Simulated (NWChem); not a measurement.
Program: NWChem. System: IIn, charge 0, spin multiplicity 1, at a geometry optimised with B3LYP/def2-SVP with def2 effective core potentials on In, I. The structure started from a generated list of species. Level: PBE/def2-QZVP with def2 effective core potentials on In, I.

Job file:

```
start mol
memory heap 200 mb stack 900 mb global 1100 mb
geometry units angstroms nocenter noautoz
  In     0.000000     0.000000    -1.466047
  I      0.000000     0.000000     1.355402
  symmetry group C2v
end
basis spherical
  * library def2-qzvp
end
ecp
  In library def2-ecp
  I library def2-ecp
end
dft
  xc xpbe96 cpbe96
  semidirect memsize 60000000 filesize 0
  iterations 100
end
task dft energy
```

Output (cleaned and shortened):

```
             Northwest Computational Chemistry Package (NWChem) 7.3.0
             --------------------------------------------------------

                                NWChem Input Module
                                -------------------

 Scaling coordinates for geometry "geometry" by  1.889725989
 (inverse scale =  0.529177249)

 Turning off AUTOSYM since
 SYMMETRY directive was detected!

                             Geometry "geometry" -> ""
                             -------------------------

 Output coordinates in angstroms (scale by  1.889725989 to convert to a.u.)

  No.       Tag          Charge          X              Y              Z
 ---- ---------------- ---------- -------------- -------------- --------------
    1 In                  49.0000     0.00000000     0.00000000    -1.46604700
    2 I                   53.0000     0.00000000     0.00000000     1.35540200

 Effective nuclear repulsion energy (a.u.)     487.0806864318

            Nuclear Dipole moment (a.u.)
            ----------------------------
        X                 Y               Z
 ---------------- ---------------- ----------------
     0.0000000000     0.0000000000     0.0000056692

      Symmetry information
      --------------------

 Group name             C2v
 Group number             16
 Group order               4
 No. of unique centers     2

      Symmetry unique atoms

     1    2


 Summary of "ao basis" -> "" (spherical)
 ------------------------------------------------------------------------------
       Tag                 Description            Shells   Functions and Types
 ---------------- ------------------------------  ------  ---------------------
 *                         def2-qzvp                  on all atoms

 Summary of "ao basis" -> "ao basis" (spherical)
 ------------------------------------------------------------------------------
       Tag                 Description            Shells   Functions and Types
 ---------------- ------------------------------  ------  ---------------------
 In                        def2-qzvp                22       82   7s6p4d4f1g
 I                         def2-qzvp                22       82   7s6p4d4f1g

 Summary of "ao basis" -> "ao basis" (spherical)
 ------------------------------------------------------------------------------
       Tag                 Description            Shells   Functions and Types
 ---------------- ------------------------------  ------  ---------------------
 In                        def2-qzvp                22       82   7s6p4d4f1g
 I                         def2-qzvp                22       82   7s6p4d4f1g

      Symmetry analysis of basis
      --------------------------

        a1         64
        a2         20
        b1         40
        b2         40

            General Information
            -------------------
          SCF calculation type: DFT
          Wavefunction type:  closed shell.
          No. of atoms     :     2
          No. of electrons :    46
           Alpha electrons :    23
            Beta electrons :    23
          Charge           :     0
          Spin multiplicity:     1
          Use of symmetry is: on ; symmetry adaption is: on
          Maximum number of iterations: 100
          AO basis - number of functions:   164
                     number of shells:    44
          Convergence on energy requested:  1.00D-06
          Convergence on density requested:  1.00D-05
          Convergence on gradient requested:  5.00D-04
[...]
 !! scf_movecs_sym_adapt:    4 vectors were symmetry contaminated

 d= 0,ls=0.0,diis     9   -487.9227103580 -1.53D-06  3.63D-06  1.01D-06    14.9

 !! scf_movecs_sym_adapt:   12 vectors were symmetry contaminated

  Symmetry fudging

 !! scf_movecs_sym_adapt:    2 vectors were symmetry contaminated

 d= 0,ls=0.0,diis    10   -487.9227104468 -8.88D-08  8.38D-07  1.61D-08    15.3

         Total DFT energy =     -487.922710446819
      One electron energy =    -1050.182840071176
           Coulomb energy =      502.715429690340
    Exchange-Corr. energy =      -38.921746110141
 Nuclear repulsion energy =       98.466446044157

 Numeric. integr. density =       46.000000085078

     Total iterative time =     11.4s

                  Occupations of the irreducible representations
                  ----------------------------------------------

                     irrep           alpha         beta
                     --------     --------     --------
                     a1               11.0         11.0
                     a2                2.0          2.0
                     b1                5.0          5.0
                     b2                5.0          5.0

                       DFT Final Molecular Orbital Analysis
                       ------------------------------------

 Vector   21  Occ=2.000000D+00  E=-2.229480D-01  Symmetry=b1
              MO Center= -6.2D-16,  1.1D-19,  1.2D+00, r^2= 2.4D+00
   Bfn.  Coefficient  Atom+Function         Bfn.  Coefficient  Atom+Function
  ----- ------------  ---------------      ----- ------------  ---------------
   102      0.470727  2 I  px                99      0.402322  2 I  px
    90     -0.311277  2 I  px               105      0.195114  2 I  px
    93     -0.085593  2 I  px                17      0.081679  1 In px
    96      0.055385  2 I  px                 8     -0.052822  1 In px
    20      0.052982  1 In px                29      0.045972  1 In d  1

 Vector   22  Occ=2.000000D+00  E=-2.229480D-01  Symmetry=b2
              MO Center= -4.4D-19,  7.3D-17,  1.2D+00, r^2= 2.4D+00
   Bfn.  Coefficient  Atom+Function         Bfn.  Coefficient  Atom+Function
  ----- ------------  ---------------      ----- ------------  ---------------
   103      0.470727  2 I  py               100      0.402322  2 I  py
    91     -0.311277  2 I  py               106      0.195114  2 I  py
    94     -0.085593  2 I  py                18      0.081679  1 In py
    97      0.055385  2 I  py                 9     -0.052822  1 In py
    21      0.052982  1 In py                27     -0.045972  1 In d -1

 Vector   23  Occ=2.000000D+00  E=-2.193078D-01  Symmetry=a1
              MO Center= -2.0D-15, -3.9D-15, -1.9D-02, r^2= 5.2D+00
   Bfn.  Coefficient  Atom+Function         Bfn.  Coefficient  Atom+Function
  ----- ------------  ---------------      ----- ------------  ---------------
   104      0.416976  2 I  pz                 6      0.362859  1 In s
   101      0.332210  2 I  pz                92     -0.261705  2 I  pz
     3     -0.210769  1 In s                  5      0.210754  1 In s
   107      0.187478  2 I  pz                 7      0.173921  1 In s
    19     -0.172581  1 In pz                10      0.131912  1 In pz

 Vector   24  Occ=0.000000D+00  E=-9.779558D-02  Symmetry=b1
              MO Center=  6.1D-16,  5.7D-19, -1.4D+00, r^2= 4.7D+00
   Bfn.  Coefficient  Atom+Function         Bfn.  Coefficient  Atom+Function
  ----- ------------  ---------------      ----- ------------  ---------------
    20      0.472904  1 In px                17      0.382770  1 In px
     8     -0.245074  1 In px                23      0.177651  1 In px
    14      0.150153  1 In px                99     -0.136415  2 I  px
   105     -0.136498  2 I  px               102     -0.123635  2 I  px
    90      0.090125  2 I  px                11     -0.054177  1 In px

 Vector   25  Occ=0.000000D+00  E=-9.779557D-02  Symmetry=b2
              MO Center= -3.1D-18,  2.7D-15, -1.4D+00, r^2= 4.7D+00
   Bfn.  Coefficient  Atom+Function         Bfn.  Coefficient  Atom+Function
  ----- ------------  ---------------      ----- ------------  ---------------
    21      0.472904  1 In py                18      0.382770  1 In py
     9     -0.245074  1 In py                24      0.177651  1 In py
    15      0.150153  1 In py               100     -0.136415  2 I  py
   106     -0.136498  2 I  py               103     -0.123635  2 I  py
    91      0.090125  2 I  py                12     -0.054177  1 In py

 Vector   26  Occ=0.000000D+00  E=-4.070703D-02  Symmetry=a1
              MO Center= -2.0D-15, -3.1D-15, -1.4D+00, r^2= 8.7D+00
   Bfn.  Coefficient  Atom+Function         Bfn.  Coefficient  Atom+Function
  ----- ------------  ---------------      ----- ------------  ---------------
    25      0.514332  1 In pz                22      0.495379  1 In pz
    89     -0.455398  2 I  s                107      0.413095  2 I  pz
     6      0.386423  1 In s                 19      0.309765  1 In pz
    87     -0.284321  2 I  s                101      0.193222  2 I  pz
    10     -0.182772  1 In pz               104      0.181906  2 I  pz

 center of mass
 --------------
 x =   0.00000000 y =   0.00000000 z =   0.02771425

 moments of inertia (a.u.)
 ------------------
        1714.258130916039           0.000000000000           0.000000000000
           0.000000000000        1714.258130916039           0.000000000000
           0.000000000000           0.000000000000           0.000000000000

     Multipole analysis of the density
     ---------------------------------

     L   x y z        total         alpha         beta         nuclear
     -   - - -        -----         -----         ----         -------
     0   0 0 0     -0.000000    -23.000000    -23.000000     46.000000

     1   1 0 0     -0.000000     -0.000000     -0.000000      0.000000
     1   0 1 0     -0.000000     -0.000000     -0.000000      0.000000
     1   0 0 1     -1.430662     -3.642576     -3.642576      5.854490

     2   2 0 0    -36.613653    -18.306827    -18.306827      0.000000
     2   1 1 0     -0.000000     -0.000000     -0.000000      0.000000
     2   1 0 1     -0.000000     -0.000000     -0.000000      0.000000
     2   0 2 0    -36.613653    -18.306827    -18.306827      0.000000
     2   0 1 1     -0.000000     -0.000000     -0.000000      0.000000
     2   0 0 2    -37.397361   -181.294657   -181.294657    325.191953

 Task  times  cpu:       15.3s     wall:       15.3s

 Total times  cpu:       15.3s     wall:       15.3s
```
